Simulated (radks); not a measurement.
The tantalum ion Ta+, 72 electrons, occupied as [Xe] 4f14 5d3 6s1. Method: scalar-relativistic Kohn-Sham, B86b exchange with PBE correlation, spin-polarised, spherical densities, finite nucleus; open shells are filled with parallel spins first (spin-orbit coupling, left out, can overturn this in heavy ions); Fermi nuclear charge, rms radius 5.3507 fm; computed with a radial shooting solver on a logarithmic mesh with Libxc functionals. Some entries of the table are withheld. Estimate them.

| orbital | occ. | eigenvalue (eV) | <r> (bohr) | <r^2> (bohr^2) |
|---|---|---|---|---|
| 1s up | 1 | -67359.44 | 0.01866 | 0.0004788 |
| 1s down | 1 | -67359.43 | 0.01866 | 0.0004788 |
| 2s up | 1 | -11579.43 | 0.07896 | 0.007375 |
| 2s down | 1 | -11579.32 | 0.07896 | 0.007375 |
| 2p up | 3 | -10150.47 | 0.07056 | 0.006083 |
| 2p down | 3 | -10150.38 | 0.07056 | 0.006083 |
| 3s up | 1 | -2658.067 | 0.2048 | 0.04795 |
| 3s down | 1 | -2658.043 | 0.2048 | 0.04795 |
| 3p up | 3 | -2232.848 | 0.2048 | 0.04865 |
| 3p down | 3 | -2232.819 | 0.2048 | 0.04865 |
| 3d up | 5 | -1736.091 | 0.1856 | 0.04038 |
| 3d down | 5 | -1736.022 | 0.1856 | 0.04038 |
| 4s up | 1 | -547.5211 | 0.4588 | 0.2376 |
| 4s down | 1 | -547.4302 | 0.4588 | 0.2376 |
| 4p up | 3 | -407.9928 | 0.4877 | 0.2706 |
| 4p down | 3 | -407.9075 | 0.4876 | 0.2705 |
| 4d up | 5 | -229.2182 | 0.5231 | 0.3174 |
| 4d down | 5 | -229.1117 | 0.5230 | 0.3171 |
| 5s up | 1 | -80.4754 | 1.104 | 1.371 |
| 5s down | 1 | -79.2959 | 1.097 | 1.352 |
| 5p up | 3 | -47.1468 | 1.300 | (1) |
| 5p down | 3 | -45.4890 | 1.287 | (2) |
| 4f up | 7 | -31.7831 | 0.6421 | 0.5267 |
| 4f down | 7 | -31.4935 | 0.6366 | 0.5148 |
| 6s up | 1 | -12.3951 | 3.012 | 10.21 |
| 5d up | 3 | -11.3556 | 2.090 | 5.207 |
| 5d down | 0 | -8.8520 | 2.068 | 5.127 |

Answer. 
(1) 5p up <r^2> (bohr^2): 1.920
(2) 5p down <r^2> (bohr^2): 1.879
